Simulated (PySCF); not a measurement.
Species: H₁₁NO₄Si₅.
Atom-mapped SMILES: `[OH:1][Si@@H:2]1[O:3][SiH2:4][O:5][Si@H:6]([N:7]([SiH3:8])[SiH3:9])[O:10]1` (hydrogens: H11 on O1; H12 on Si2; H13, H14 on Si4; H15 on Si6; H16, H17, H18 on Si8; H19, H20, H21 on Si9)

Level of theory: PBE0-D3(BJ)/def2-SVP geometry optimisation, gas phase in PySCF 2.14.0.

(1) What internal coordinates does the optimisation give?

Results:

(1) 
```json
{"bond": "O1–Si2", "length (Å)": "1.640", "order": "single"}
{"bond": "Si2–O3", "length (Å)": "1.659", "order": "single"}
{"bond": "O3–Si4", "length (Å)": "1.662", "order": "single"}
{"bond": "Si4–O5", "length (Å)": "1.665", "order": "single"}
{"bond": "O5–Si6", "length (Å)": "1.661", "order": "single"}
{"bond": "Si6–N7", "length (Å)": "1.731", "order": "single"}
{"bond": "N7–Si8, N7–Si9", "length (Å)": "1.757", "order": "single"}
{"bond": "Si6–O10", "length (Å)": "1.661", "order": "single"}
{"bond": "Si2–O10", "length (Å)": "1.667", "order": "single"}
{"bond": "O1–H11", "length (Å)": "0.963", "order": "single"}
{"bond": "Si2–H12", "length (Å)": "1.472", "order": "single"}
{"bond": "Si4–H13", "length (Å)": "1.484", "order": "single"}
{"bond": "Si4–H14", "length (Å)": "1.486", "order": "single"}
{"bond": "Si6–H15", "length (Å)": "1.477", "order": "single"}
{"bond": "Si8–H16 and 4 like bonds", "length (Å)": "1.493", "order": "single"}
{"bond": "Si8–H17", "length (Å)": "1.500", "order": "single"}
```

Bonds in one row agree within 0.01 Å and their mean is given. Orders are formal, as drawn. A selection of angles:
```json
{"angle": "O1–Si2–O3", "degrees": "111.9"}
{"angle": "O1–Si2–O10", "degrees": "110.5"}
{"angle": "O3–Si2–O10", "degrees": "105.5"}
{"angle": "Si2–O3–Si4", "degrees": "134.1"}
{"angle": "O3–Si4–O5", "degrees": "107.2"}
{"angle": "Si4–O5–Si6", "degrees": "130.6"}
{"angle": "O5–Si6–N7", "degrees": "111.2"}
{"angle": "O5–Si6–O10", "degrees": "107.8"}
{"angle": "N7–Si6–O10", "degrees": "105.5"}
{"angle": "Si6–N7–Si8", "degrees": "119.2"}
{"angle": "Si8–N7–Si9", "degrees": "120.4"}
{"angle": "Si2–O10–Si6", "degrees": "133.1"}
{"angle": "H11–O1–Si2", "degrees": "117.3"}
```

Dihedral angles: O1–Si2–O3–Si4 -126° (anticlinal); Si2–O3–Si4–O5 1° (synperiplanar); O3–Si4–O5–Si6 13° (synperiplanar); Si4–O5–Si6–N7 99° (anticlinal); O5–Si6–N7–Si8 -113° (anticlinal); O5–Si6–O10–Si2 9° (synperiplanar); O1–Si2–O10–Si6 121° (anticlinal); H11–O1–Si2–O3 65° (synclinal).

Si4 (oxygen-bound silicon) is tetrahedral (angles from 107.2° to 111.6°). O5 (siloxane oxygen) is bent (angle 130.6°). The 6-membered ring Si2–O3–Si4–O5–Si6–O10 has internal angles of 105.5° to 134.1° (sum 718°, against 720° for a flat polygon); it is slightly puckered (a soft mode that the optimisation may not have finished), 0.06 Å rms from its mean plane, widest ring torsion 17°. N7 (nitrogen bridging silicon atoms) is planar (angles 120.4°, 120.2° and 119.2°, sum 359.7°, 0.05 Å off the plane of its three neighbours). O1 (silanol oxygen) is bent (angle 117.3°). Si8 (SiH3 silicon) is tetrahedral (angles from 106.7° to 112.9°). The O–Si distances run from 1.640 Å (O1–Si2, drawn single) to 1.667 Å (Si2–O10, drawn single), a spread of 0.027 Å.

Point group: C1 (no symmetry element, even within 0.4 Å). PBE0-D3(BJ)/def2-SVP frequencies: not computed here. The numbers are those of one conformer (H–O1–Si2–O3 65°, O5–Si6–N7–Si8 -113°, O1–Si2–O3–Si4 -126°, Si2–O3–Si4–O5 1°, O3–Si4–O5–Si6 13°, Si4–O5–Si6–N7 99°).

The run took about 17 min of CPU time (one thread, shared machine). That covers the optimisation of the geometry.
